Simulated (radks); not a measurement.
Task: Successive ionisation energies (eV) of one element, from differences of total energies of ions in their ground configurations, starting at charge 22: 975.65, 1025.2, 2537.7, 2667.4, 2796.2, 2973.6, 3111.9, 3248.9, 3441.1, 3573.5, 15148.4, 15722.3. All-electron calculation, non-relativistic Kohn-Sham, PBE, spin-polarised, spherical densities, point nucleus; open shells are filled with parallel spins first. Program: a radial shooting solver on a logarithmic mesh with Libxc functionals. Which element is it?

Result: Selenium (Z = 34). The first species listed is Se22+ in [Ne] 3s2, the last Se33+ in 1s1.
